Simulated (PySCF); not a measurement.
CH₇Si₂, multiplicity 2. Atoms are numbered in the order given.

```xyz
10

Si     1.5993     0.3601     0.0710
C      0.1101    -0.7108    -0.3647
Si    -1.5537    -0.0124     0.1754
H      2.8953    -0.2965    -0.2945
H      1.5088     1.7076    -0.5758
H      0.0921    -0.8612    -1.4599
H      0.2421    -1.7055     0.0939
H     -2.6701    -0.9069    -0.2607
H     -1.7660     1.3396    -0.4271
H     -1.6014     0.1199     1.6636
```
Charge 0, spin multiplicity 2.

Geometry: PBE0-D3(BJ)/def2-SVP. The isomer is the one that the SMILES or the coordinates give; other isomers of the formula were not compared.

All values below come from TDA-PBE/def2-SVPD in PySCF.

Vertical excitations. 

Computed excitation energies, oscillator strengths and character:
```
state    energy (eV)  λ (nm)      f                              main pairs
-------  -----------  ------  -----  --------------------------------------
root 1          4.28     290  0.021      α HOMO→LUMO 86 %, β HOMO→LUMO 13 %
root 2          4.40     282  0.002      α HOMO→LUMO 13 %, β HOMO→LUMO 86 %
root 3          4.72     262  0.004  α HOMO→LUMO+1 10 %, β HOMO−1→LUMO 88 %
root 4          4.81     258  0.018  α HOMO→LUMO+1 87 %, β HOMO−1→LUMO 11 %
root 5          5.00     248  0.000                      β HOMO−2→LUMO 99 %
root 6          5.12     242  0.020                      α HOMO→LUMO+2 94 %
root 7          5.20     238  0.001                      β HOMO−3→LUMO 93 %
root 8          5.31     234  0.009                      α HOMO→LUMO+3 97 %
root 9          5.55     223  0.032                      α HOMO→LUMO+4 97 %
root 10         5.67     219  0.014                      α HOMO→LUMO+5 95 %
```
Unrestricted roots are not spin-pure.
